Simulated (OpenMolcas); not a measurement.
**Ag7+: from RASSCF to RASPT2**

```
Program             : OpenMolcas
Basis               : ANO-R2 [7s5p4d2f1g]
Scalar Hamiltonian  : X2C, finite nucleus
Active space        : 10 electrons in 8 orbitals (RAS1 4p, at most 2 holes; RAS2 4d)
State averaging     : 2S+1 = 5 even, 5 roots; 2S+1 = 3 even, 45 roots; 2S+1 = 1 even, 49 roots
Spin-orbit coupling : RASSI with atomic mean-field integrals over the reference wave functions, term energies averaged over their components
```

Methods on the same reference wave functions:
A. RASSCF
B. SS-RASPT2, IPEA 0.25 Eh, imaginary shift 0.1 Eh (closed shells correlated: 4s)
C. MS-RASPT2, IPEA 0.25 Eh, imaginary shift 0.1 Eh (closed shells correlated: 4s)

Energies in cm-1 above 4d4 5D0, the measured ground level; measured values from Atoms 5, 11 (2017), spectra Ag VII to Ag IX.

```tsv
Level	A	B	C	Measured
4d4 5D0	0.0	0.0	0.0	0.0
4d4 5D1	1274	1268	1256	1340
4d4 5D2	3126	3100	3080	3212
4d4 5D3	5209	5160	5130	5292
4d4 5D4	7383	7310	7290	7443
4d4 3P0(1)	22158	22190	22170	21309
4d4 3P1(1)	27279	27370	27250	26526
4d4 3H4 [64 %]	27290	24110	24110	23302
4d4 3H5	30409	26970	26940	26250
4d4 3F2(1)	30536	28870	28930	
4d4 3H6	32414	28850	28820	28185
4d4 3F4(1) [51 %]	32713	30370	30290	
4d4 3P2(1)	33572	33250	33010	32134
4d4 3G4 [57 %]	37049	33950	33770	32698
4d4 3G5	39514	35960	35920	35077
4d4 3D3	42315	38340	38280	36879
4d4 3D2 [67 %]	42723	39470	39570	38402
4d4 3D1	44295	40470	40470	39191
4d4 1I6	45820	40470	40430	39744
4d4 1G4(1) [72 %]	47209	44530	44280	43104
4d4 1S0	48703	47120	46950	
4d4 1D2(1)	52499	50120	49990	
4d4 1F3	58877	53520	53510	52004
4d4 3P2(2)	65152	60490	60660
```

Deviations, from unrounded energies. A percentage is the sum of absolute deviations over the sum of measured energies, with the sign that they share, or ± where signs differ.

| Against measurement | Levels | A | B | C |
| --- | --- | --- | --- | --- |
| mean absolute deviation (cm-1) | 18 | 3100 | 840 | 790 |
| fine structure of the ground term (%) | 4 | -1.7 | -2.6 | -3.1 |
| other terms of the ground configuration (%) | 14 | +11.8 | +3.1 | +2.9 |

C lies closest to measurement on these levels and A furthest from it. The largest miss of C in the table is 4d4 1F3, by +1500 cm-1. The ranking rests on the paired levels alone, and a cruder setting can come out closer through cancelling errors.

Between B and C the level of the table that moves most is 4d4 1G4(1) [72 %], by 250 cm-1 (lowest in C, highest in B). Moves below CASPT2's spread within the term are not significant.

The mean deviations of B to C differ by less than CASPT2's widest spread within a term (1600 cm-1), so their order carries little weight.

From A to B the spin-free energies of the other terms of 4d4 shown, above 5D, scale by factors of 0.86 to 1.01.

The lowest spin-free term lies below A's lowest term by 0.290 hartree in B, 0.290 hartree in C.

CASPT2 breaks the degeneracy within a term, and the mean is taken; among the terms shown or strongly mixed into the levels shown the widest spread is 1600 cm-1 (4d4 1I, C). Active for correlation alone: 4p; no level in the range computed is led by a configuration that opens it, so any true level of that kind is missing. The CASPT2 spread within a term exceeds the gap to the next term for 4d4 3D and 4d4 1I, so the order of their levels is uncertain (figures for B; the like holds for C). Without dynamic correlation excited terms often stand tens of per cent too high (terms of higher spin than the ground term too low), and those without a measured partner can miss by more than the paired ones (holds for A). Some levels mix across a computed gap that differs much from the measured one, so their mixing is not that of the real levels (holds for A). Computed and measured levels are paired by configuration, term and J; levels that our copy of the source lacks, or whose pairing is in doubt (as where it misses far off the trend of its configuration), stay unpaired and out of the deviations. Only configurations of the active space appear. Levels that lie high or do not pair safely by name in every column are left out.

A share in square brackets marks a mixed level and gives the weight of the term that names it, the lowest over the columns. A number in round brackets counts repeated terms of one configuration in the order of the reference energies.
